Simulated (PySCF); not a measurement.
AsF$_{3}$, charge -1, doublet, geometry from GFN2-xTB (a state made from the parent by changing its charge; the spin is typed, not shown lowest), with bond 1-2 at 1.3 times its length. Base run: CAMB3LYP/cc-pVDZ run with PySCF.

Geometry (Å):
```xyz
4

F     -2.4023    -1.0655     0.0856
As     0.1336    -0.3075     0.0321
F      1.8960     0.7090    -0.0543
F     -0.5687     1.3092    -0.1367
```
Charge -1, spin multiplicity 2.
Orbitals are unrestricted.
All else is at PySCF's defaults.
Base energy -2535.44696 Eh.

Variants of this job, named by their change:

```tsv
change	ΔE vs base (µEh)	SCF cycles	<S^2>
base	0.0	16	0.753
init_guess = atom	0.0	16	0.753
conv_tol = 1e-12	0.0	19	0.753
damp = 0.5; diis_start_cycle = 5	0.0	15	0.753
init_guess = huckel	0.0	16	0.753
init_guess = sap	0.0	16	0.753
init_guess = 1e	0.0	22	0.753
init_guess = mod_huckel	0.0	16	0.753
DIIS = ADIIS	0.0	25	0.753
init_guess = vsap	0.0	15	0.753
solver = newton	0.0	-	0.753
diis_space = 4	0.0	20	0.753
diis_space = 20	0.0	15	0.753
```

Open shells are given as the SCF converged; they aren't shown to be the lowest states, and a large step between rows can be another state.
